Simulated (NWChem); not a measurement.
# CH4Si, singlet; SMILES C[SiH]

Computed with NWChem. Low-valent species are run as closed-shell singlets; no triplet was tried in these runs. Geometry: optimised at PBE0/def2-SVP. Level: PBE0/def2-SVP with SMD (1 M gas to 1 M solution), gas-phase geometry. Reactions with the solvent are ignored.

Problem. Predict the results for solvent n-hexane. Quantities: solvation free energy (kcal/mol); cavity-dispersion-structure term (kcal/mol); dipole in solution (D).

Solution. 
```
Property                                     Result
-------------------------------------------  ------
solvation free energy (kcal/mol)               -2.0
cavity-dispersion-structure term (kcal/mol)    -0.9
dipole in solution (D)                         1.40
```
